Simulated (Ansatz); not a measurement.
FHO (SMILES OF), charge 0, multiplicity 1, relaxed at each level with Ansatz (an electronic-structure program); harmonic frequencies from differences of analytic forces, average atomic masses, frozen cores.

```csv
mode,HF/def2-TZVPP (cm⁻¹),PBE/def2-TZVPP (cm⁻¹),B3LYP/def2-TZVPP (cm⁻¹),wB97X-V/def2-TZVPP (cm⁻¹),CCSD(T)/cc-pVDZ (cm⁻¹),CCSD(T)/cc-pVTZ (cm⁻¹)
1,1182,938,983,1048,841,…
2,1596,1353,1408,1439,1360,…
3,4109,3619,3735,3793,3754,…
```

**Question.** Modes are in rising order at each level. Complete the blanks.

**Answer.** 
- 3, CCSD(T)/cc-pVTZ (cm⁻¹): 3780
- 1, CCSD(T)/cc-pVTZ (cm⁻¹): 925
- 2, CCSD(T)/cc-pVTZ (cm⁻¹): 1397

Doubts at one or more of the structures used: a restricted determinant that unrestricted orbitals would lower (CCSD(T)/cc-pVDZ, CCSD(T)/cc-pVTZ).
